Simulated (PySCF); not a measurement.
H2Si, charge +1, doublet, geometry from GFN2-xTB (a state made from the parent by changing its charge; the spin is typed, not shown lowest), with bond 3-1 at 2.0 times its length; PySCF with BLYP/def2-SVP.

Here is a job for PySCF.
```python
from pyscf import gto, scf, dft

mol = gto.M(
    atom='''
Si   -0.001454    0.073868    0.004323
H    -1.335763   -0.546367    0.017598
H     2.713689   -1.049434   -0.160564
''',
    basis='def2-svp',
    charge=1,
    spin=1,
    verbose=4,
)

mf = dft.UKS(mol)
mf.xc = 'blyp'
mf.diis = False
mf.damp = 0.3
mf.diis_start_cycle = 200
mf.max_cycle = 150
mf.kernel()
mf.analyze()
```

Question: What does PySCF print? Leave out banner, timings and long lists.

Answer: 
```
PySCF version 2.14.0

[INPUT] verbose = 4
[INPUT] num. atoms = 3
[INPUT] num. electrons = 15
[INPUT] charge = 1
[INPUT] spin (= nelec alpha-beta = 2S) = 1
[INPUT] symmetry False subgroup None
[INPUT] Mole.unit = angstrom
[INPUT] Symbol           X                Y                Z      unit          X                Y                Z       unit  Magmom
[...]
nuclear repulsion = 7.68163792136257
number of shells = 14
number of NR pGTOs = 50
number of NR cGTOs = 28
basis = def2-svp
ecp = {}

******** <class 'pyscf.dft.uks.UKS'> ********
method = UKS
initial guess = minao
damping factor = 0.3
level_shift factor = 0
DIIS disabled
SCF conv_tol = 1e-09
SCF conv_tol_grad = None
SCF max_cycles = 150
direct_scf = True
direct_scf_tol = 1e-13
number electrons alpha = 8  beta = 7
XC library pyscf.dft.libxc version 7.1.2
    S. Lehtola, C. Steigemann, M. J. T. Oliveira, and M. A. L. Marques,  SoftwareX 7, 1–5 (2018)
XC functionals = blyp
    A. D. Becke,  Phys. Rev. A 38, 3098 (1988)
    C. Lee, W. Yang, and R. G. Parr,  Phys. Rev. B 37, 785 (1988)
    B. Miehlich, A. Savin, H. Stoll, and H. Preuss,  Chem. Phys. Lett. 157, 200 (1989)
radial grids:
    Treutler-Ahlrichs [JCP 102, 346 (1995); DOI:10.1063/1.469408] (M4) radial grids

becke partition: Becke, JCP 88, 2547 (1988); DOI:10.1063/1.454033
pruning grids: <function nwchem_prune>
grids dens level: 3
symmetrized grids: False
atomic radii adjust function: <function treutler_atomic_radii_adjust>
small_rho_cutoff = 0
Set gradient conv threshold to 3.16228e-05
tot grids = 38800
init E= -290.258511391095

cycle= 1 E= -290.062433458347  delta_E= 0.196  |g|= 0.184  |ddm|=    1
cycle= 2 E= -290.033869478016  delta_E= 0.0286  |g|= 0.171  |ddm|= 0.848
cycle= 3 E= -289.984223216431  delta_E= 0.0496  |g|= 0.252  |ddm|= 0.943
cycle= 4 E= -289.881049370596  delta_E= 0.103  |g|= 0.225  |ddm|= 1.19
cycle= 5 E= -289.709924691784  delta_E= 0.171  |g|= 0.396  |ddm|= 1.42
cycle= 6 E= -289.790270598466  delta_E= -0.0803  |g|= 0.282  |ddm|= 1.57
cycle= 7 E= -289.754432555648  delta_E= 0.0358  |g|= 0.379  |ddm|= 1.56
cycle= 8 E= -289.789877959702  delta_E= -0.0354  |g|= 0.283  |ddm|= 1.55
cycle= 9 E= -289.727533971804  delta_E= 0.0623  |g|= 0.387  |ddm|= 1.56
cycle= 10 E= -289.785662234059  delta_E= -0.0581  |g|= 0.288  |ddm|= 1.56
cycle= 11 E= -289.732767731701  delta_E= 0.0529  |g|= 0.385  |ddm|= 1.56
cycle= 12 E= -289.785942444167  delta_E= -0.0532  |g|= 0.287  |ddm|= 1.56
cycle= 13 E= -289.730386078059  delta_E= 0.0556  |g|= 0.386  |ddm|= 1.56
cycle= 14 E= -289.785594826726  delta_E= -0.0552  |g|= 0.288  |ddm|= 1.56
cycle= 15 E= -289.730933165154  delta_E= 0.0547  |g|= 0.386  |ddm|= 1.56
cycle= 16 E= -289.785631248374  delta_E= -0.0547  |g|= 0.288  |ddm|= 1.56
cycle= 17 E= -289.730709500557  delta_E= 0.0549  |g|= 0.386  |ddm|= 1.56
cycle= 18 E= -289.785599130401  delta_E= -0.0549  |g|= 0.288  |ddm|= 1.56
cycle= 19 E= -289.730763425749  delta_E= 0.0548  |g|= 0.386  |ddm|= 1.56
cycle= 20 E= -289.785602925353  delta_E= -0.0548  |g|= 0.288  |ddm|= 1.56
cycle= 21 E= -289.730742014035  delta_E= 0.0549  |g|= 0.386  |ddm|= 1.56
cycle= 22 E= -289.785599876851  delta_E= -0.0549  |g|= 0.288  |ddm|= 1.56
cycle= 23 E= -289.730747240819  delta_E= 0.0549  |g|= 0.386  |ddm|= 1.56
cycle= 24 E= -289.785600249705  delta_E= -0.0549  |g|= 0.288  |ddm|= 1.56
cycle= 25 E= -289.730745169957  delta_E= 0.0549  |g|= 0.386  |ddm|= 1.56
cycle= 26 E= -289.785599954109  delta_E= -0.0549  |g|= 0.288  |ddm|= 1.56
cycle= 27 E= -289.730745670204  delta_E= 0.0549  |g|= 0.386  |ddm|= 1.56
cycle= 28 E= -289.785599988572  delta_E= -0.0549  |g|= 0.288  |ddm|= 1.56
cycle= 29 E= -289.7307454679  delta_E= 0.0549  |g|= 0.386  |ddm|= 1.56
cycle= 30 E= -289.785599959174  delta_E= -0.0549  |g|= 0.288  |ddm|= 1.56
cycle= 31 E= -289.730745515108  delta_E= 0.0549  |g|= 0.386  |ddm|= 1.56
cycle= 32 E= -289.785599962102  delta_E= -0.0549  |g|= 0.288  |ddm|= 1.56
cycle= 33 E= -289.730745495125  delta_E= 0.0549  |g|= 0.386  |ddm|= 1.56
cycle= 34 E= -289.785599959095  delta_E= -0.0549  |g|= 0.288  |ddm|= 1.56
cycle= 35 E= -289.7307454995  delta_E= 0.0549  |g|= 0.386  |ddm|= 1.56
cycle= 36 E= -289.785599959308  delta_E= -0.0549  |g|= 0.288  |ddm|= 1.56
cycle= 37 E= -289.7307454975  delta_E= 0.0549  |g|= 0.386  |ddm|= 1.56
cycle= 38 E= -289.785599958991  delta_E= -0.0549  |g|= 0.288  |ddm|= 1.56
cycle= 39 E= -289.730745497895  delta_E= 0.0549  |g|= 0.386  |ddm|= 1.56
cycle= 40 E= -289.785599959001  delta_E= -0.0549  |g|= 0.288  |ddm|= 1.56
cycle= 41 E= -289.730745497692  delta_E= 0.0549  |g|= 0.386  |ddm|= 1.56
cycle= 42 E= -289.785599958966  delta_E= -0.0549  |g|= 0.288  |ddm|= 1.56
cycle= 43 E= -289.730745497727  delta_E= 0.0549  |g|= 0.386  |ddm|= 1.56
cycle= 44 E= -289.785599958966  delta_E= -0.0549  |g|= 0.288  |ddm|= 1.56
cycle= 45 E= -289.730745497706  delta_E= 0.0549  |g|= 0.386  |ddm|= 1.56
cycle= 46 E= -289.785599958962  delta_E= -0.0549  |g|= 0.288  |ddm|= 1.56
cycle= 47 E= -289.730745497709  delta_E= 0.0549  |g|= 0.386  |ddm|= 1.56
cycle= 48 E= -289.785599958962  delta_E= -0.0549  |g|= 0.288  |ddm|= 1.56
cycle= 49 E= -289.730745497706  delta_E= 0.0549  |g|= 0.386  |ddm|= 1.56
cycle= 50 E= -289.785599958962  delta_E= -0.0549  |g|= 0.288  |ddm|= 1.56
cycle= 51 E= -289.730745497706  delta_E= 0.0549  |g|= 0.386  |ddm|= 1.56
cycle= 52 E= -289.785599958961  delta_E= -0.0549  |g|= 0.288  |ddm|= 1.56
cycle= 53 E= -289.730745497706  delta_E= 0.0549  |g|= 0.386  |ddm|= 1.56
cycle= 54 E= -289.785599958961  delta_E= -0.0549  |g|= 0.288  |ddm|= 1.56
cycle= 55 E= -289.730745497706  delta_E= 0.0549  |g|= 0.386  |ddm|= 1.56
cycle= 56 E= -289.785599958961  delta_E= -0.0549  |g|= 0.288  |ddm|= 1.56
cycle= 57 E= -289.730745497706  delta_E= 0.0549  |g|= 0.386  |ddm|= 1.56
cycle= 58 E= -289.785599958962  delta_E= -0.0549  |g|= 0.288  |ddm|= 1.56
cycle= 59 E= -289.730745497706  delta_E= 0.0549  |g|= 0.386  |ddm|= 1.56
cycle= 60 E= -289.785599958961  delta_E= -0.0549  |g|= 0.288  |ddm|= 1.56
[...]
cycle= 104 E= -289.785599958961  delta_E= -0.0549  |g|= 0.288  |ddm|= 1.56
cycle= 105 E= -289.730745497706  delta_E= 0.0549  |g|= 0.386  |ddm|= 1.56
cycle= 106 E= -289.785599958962  delta_E= -0.0549  |g|= 0.288  |ddm|= 1.56
cycle= 107 E= -289.730745497706  delta_E= 0.0549  |g|= 0.386  |ddm|= 1.56
cycle= 108 E= -289.785599958962  delta_E= -0.0549  |g|= 0.288  |ddm|= 1.56
cycle= 109 E= -289.730745497706  delta_E= 0.0549  |g|= 0.386  |ddm|= 1.56
cycle= 110 E= -289.785599958961  delta_E= -0.0549  |g|= 0.288  |ddm|= 1.56
cycle= 111 E= -289.730745497706  delta_E= 0.0549  |g|= 0.386  |ddm|= 1.56
cycle= 112 E= -289.785599958961  delta_E= -0.0549  |g|= 0.288  |ddm|= 1.56
cycle= 113 E= -289.730745497706  delta_E= 0.0549  |g|= 0.386  |ddm|= 1.56
cycle= 114 E= -289.785599958961  delta_E= -0.0549  |g|= 0.288  |ddm|= 1.56
cycle= 115 E= -289.730745497706  delta_E= 0.0549  |g|= 0.386  |ddm|= 1.56
cycle= 116 E= -289.785599958962  delta_E= -0.0549  |g|= 0.288  |ddm|= 1.56
cycle= 117 E= -289.730745497706  delta_E= 0.0549  |g|= 0.386  |ddm|= 1.56
cycle= 118 E= -289.785599958961  delta_E= -0.0549  |g|= 0.288  |ddm|= 1.56
cycle= 119 E= -289.730745497706  delta_E= 0.0549  |g|= 0.386  |ddm|= 1.56
cycle= 120 E= -289.785599958961  delta_E= -0.0549  |g|= 0.288  |ddm|= 1.56
cycle= 121 E= -289.730745497706  delta_E= 0.0549  |g|= 0.386  |ddm|= 1.56
cycle= 122 E= -289.785599958961  delta_E= -0.0549  |g|= 0.288  |ddm|= 1.56
cycle= 123 E= -289.730745497706  delta_E= 0.0549  |g|= 0.386  |ddm|= 1.56
cycle= 124 E= -289.785599958962  delta_E= -0.0549  |g|= 0.288  |ddm|= 1.56
cycle= 125 E= -289.730745497706  delta_E= 0.0549  |g|= 0.386  |ddm|= 1.56
cycle= 126 E= -289.785599958962  delta_E= -0.0549  |g|= 0.288  |ddm|= 1.56
cycle= 127 E= -289.730745497706  delta_E= 0.0549  |g|= 0.386  |ddm|= 1.56
cycle= 128 E= -289.785599958961  delta_E= -0.0549  |g|= 0.288  |ddm|= 1.56
cycle= 129 E= -289.730745497706  delta_E= 0.0549  |g|= 0.386  |ddm|= 1.56
cycle= 130 E= -289.785599958961  delta_E= -0.0549  |g|= 0.288  |ddm|= 1.56
cycle= 131 E= -289.730745497706  delta_E= 0.0549  |g|= 0.386  |ddm|= 1.56
cycle= 132 E= -289.785599958961  delta_E= -0.0549  |g|= 0.288  |ddm|= 1.56
cycle= 133 E= -289.730745497706  delta_E= 0.0549  |g|= 0.386  |ddm|= 1.56
cycle= 134 E= -289.785599958961  delta_E= -0.0549  |g|= 0.288  |ddm|= 1.56
cycle= 135 E= -289.730745497706  delta_E= 0.0549  |g|= 0.386  |ddm|= 1.56
cycle= 136 E= -289.785599958962  delta_E= -0.0549  |g|= 0.288  |ddm|= 1.56
cycle= 137 E= -289.730745497706  delta_E= 0.0549  |g|= 0.386  |ddm|= 1.56
cycle= 138 E= -289.785599958961  delta_E= -0.0549  |g|= 0.288  |ddm|= 1.56
cycle= 139 E= -289.730745497706  delta_E= 0.0549  |g|= 0.386  |ddm|= 1.56
cycle= 140 E= -289.785599958961  delta_E= -0.0549  |g|= 0.288  |ddm|= 1.56
cycle= 141 E= -289.730745497706  delta_E= 0.0549  |g|= 0.386  |ddm|= 1.56
cycle= 142 E= -289.785599958961  delta_E= -0.0549  |g|= 0.288  |ddm|= 1.56
cycle= 143 E= -289.730745497706  delta_E= 0.0549  |g|= 0.386  |ddm|= 1.56
cycle= 144 E= -289.785599958961  delta_E= -0.0549  |g|= 0.288  |ddm|= 1.56
cycle= 145 E= -289.730745497706  delta_E= 0.0549  |g|= 0.386  |ddm|= 1.56
cycle= 146 E= -289.785599958961  delta_E= -0.0549  |g|= 0.288  |ddm|= 1.56
cycle= 147 E= -289.730745497706  delta_E= 0.0549  |g|= 0.386  |ddm|= 1.56
cycle= 148 E= -289.785599958961  delta_E= -0.0549  |g|= 0.288  |ddm|= 1.56
cycle= 149 E= -289.730745497706  delta_E= 0.0549  |g|= 0.386  |ddm|= 1.56
cycle= 150 E= -289.785599958961  delta_E= -0.0549  |g|= 0.288  |ddm|= 1.56
SCF not converged.
SCF energy = -289.785599958961 after 150 cycles  <S^2> = 0.7539065  2S+1 = 2.0039027
**** SCF Summaries ****
Total Energy =                        -289.785599958961427
Nuclear Repulsion Energy =               7.681637921362575
One-electron Energy =                 -415.970453656165034
Two-electron Energy =                  118.503215775841085
Two-electron Coulomb Energy =          139.899111039163387
DFT Exchange-Correlation Energy =      -21.395895263322295
**** MO energy ****
                             alpha | beta                alpha | beta
[...]
To work with the spin densities directly, `use mulliken_meta_spin()` only printing them here.

 ** Mulliken spin pop alpha/beta on meta-lowdin orthogonal AOs **
 ** Mulliken Spin Density (per AO)  **
spin_pop of  0 Si 1s        0.00000
spin_pop of  0 Si 2s        0.00000
spin_pop of  0 Si 3s       -0.00511
spin_pop of  0 Si 4s        0.00109
spin_pop of  0 Si 2px      -0.00000
spin_pop of  0 Si 2py      -0.00000
spin_pop of  0 Si 2pz       0.00003
spin_pop of  0 Si 3px       0.00988
spin_pop of  0 Si 3py      -0.02806
spin_pop of  0 Si 3pz       0.98046
spin_pop of  0 Si 4px       0.00163
spin_pop of  0 Si 4py      -0.00020
spin_pop of  0 Si 4pz       0.01170
spin_pop of  0 Si 3dxy     -0.00091
spin_pop of  0 Si 3dyz      0.00024
spin_pop of  0 Si 3dz^2     0.00000
spin_pop of  0 Si 3dxz      0.00204
spin_pop of  0 Si 3dx2-y2   -0.00069
spin_pop of  1 H 1s        0.02497
spin_pop of  1 H 2s        0.00198
spin_pop of  1 H 2px       0.00014
spin_pop of  1 H 2py       0.00016
spin_pop of  1 H 2pz       0.00081
spin_pop of  2 H 1s       -0.00031
spin_pop of  2 H 2s        0.00014
spin_pop of  2 H 2px       0.00000
spin_pop of  2 H 2py       0.00000
spin_pop of  2 H 2pz       0.00000
 ** Mulliken Spin Density (per atom)  **
spin density of  0 Si =      0.97211
spin density of  1 H =      0.02806
spin density of  2 H =     -0.00016
 ** Mulliken pop alpha/beta on meta-lowdin orthogonal AOs **
 ** Mulliken pop       alpha | beta **
[...]
In total             8.00000 | 7.00000
 ** Mulliken atomic charges   ( Nelec_alpha | Nelec_beta ) **
charge of  0Si =      0.11224  (     7.42993      6.45783 )
charge of  1H =     -0.10940  (     0.56873      0.54067 )
charge of  2H =      0.99716  (     0.00134      0.00150 )

WARN: System has nonzero charge 1; the dipole moment is origin-dependent.
Location of origin: [0. 0. 0.]

Dipole moment(X, Y, Z, Debye): 14.09802, -6.53334, -0.89666
```

Convergence was not reached.
